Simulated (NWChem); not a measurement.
**CH4Ga (SMILES [CH3][GaH]): the vertical ionisation energy from total energies**

CH4Ga: 6 atoms, total charge 0, spin state doublet. As SMILES, `[CH3][GaH]`. The coordinates come from a PBE0-D4/def2-TZVP relaxation.

Both states at this one shape; open shells run unrestricted unless said. 1 Eh = 27.2114 eV.

| level | program | doublet CH4Ga (Eh) | singlet CH4Ga+ (Eh) |
| --- | --- | --- | --- |
| UMP2/def2-SVP, 10 core orbitals frozen | NWChem | -1963.473431 | -1963.206829 |
| UMP2/def2-TZVP, 10 core orbitals frozen | NWChem | -1963.799415 | -1963.529438 |

**Question.** Work out the vertical ionisation energy at each level.

**Answer.** 
1. UMP2/def2-SVP: -1963.206829 − (-1963.473431) = 0.266602 Eh = 7.25 eV.
2. UMP2/def2-TZVP: -1963.529438 − (-1963.799415) = 0.269977 Eh = 7.35 eV.

No measured value is set beside it here; the levels span 7.25 to 7.35 eV. All-electron rows are non-relativistic unless named.
